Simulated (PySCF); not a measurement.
C3H6FNSi, SMILES F[C@@H]1N=C[SiH2]C1.

Coordinates come from a PBE-D3(BJ)/def2-SVP optimisation. The structure was generated by enumeration; whether it is a known compound was not checked. The values are those of a single conformer.

Method: PBE-D3(BJ)/def2-SVP (PySCF).

Frequencies are harmonic and unscaled.

```csv
mode,ν (cm⁻¹),IR (km/mol),Raman (Å⁴/amu),depolarisation,moving atoms (share of kinetic energy)
1,106,1.5,0.6,0.73,"H 30 %, C 29 %, F 24 %, Si 10 %"
2,269,3.8,1.2,0.75,"C 33 %, H 30 %, N 24 %, F 12 %"
3,373,3.6,1.4,0.37,"F 44 %, C 18 %, Si 13 %, H 13 %, N 12 %"
4,404,5.7,5.4,0.42,"H 43 %, Si 27 %, C 23 %"
5,476,13.9,6.6,0.37,"H 41 %, F 21 %, Si 19 %, N 10 %, C 9 %"
6,547,1.8,8.8,0.65,"H 47 %, C 16 %, N 15 %, Si 11 %, F 10 %"
7,583,3.0,10.7,0.73,"H 38 %, C 29 %, N 16 %, Si 12 %"
8,633,8.6,4.5,0.71,"H 45 %, N 22 %, C 21 %, Si 9 %"
9,649,35.0,11.0,0.71,"H 68 %, C 24 %"
10,721,5.9,14.4,0.11,"C 61 %, H 26 %, Si 12 %"
11,766,12.0,6.3,0.31,"H 42 %, C 42 %, Si 8 %"
12,825,24.8,1.3,0.73,"H 48 %, C 24 %, N 15 %, Si 13 %"
13,841,4.4,2.1,0.35,"H 47 %, C 33 %, N 19 %"
14,900,37.9,5.7,0.55,"H 71 %, C 25 %"
15,919,86.2,15.6,0.75,H 94 %
16,1000,58.6,1.7,0.59,"C 64 %, H 24 %, N 8 %"
17,1056,64.5,4.2,0.49,"H 42 %, C 40 %, F 15 %"
18,1110,27.0,1.2,0.71,"H 60 %, C 37 %"
19,1133,111.0,1.4,0.42,"H 44 %, C 43 %, F 12 %"
20,1250,1.3,4.3,0.61,"H 81 %, C 14 %"
21,1276,29.8,8.2,0.37,"H 71 %, C 22 %"
22,1315,40.1,10.5,0.74,"H 81 %, C 18 %"
23,1369,14.2,10.2,0.72,"H 89 %, C 11 %"
24,1617,21.9,7.9,0.35,"C 50 %, N 49 %"
25,2156,88.1,181.3,0.16,H 97 %
26,2173,97.9,137.0,0.40,H 96 %
27,2936,25.1,140.7,0.25,H 92 %
28,3006,0.9,92.5,0.12,H 94 %
29,3038,22.7,204.1,0.33,"H 92 %, C 8 %"
30,3086,1.8,86.5,0.58,"H 91 %, C 9 %"
```
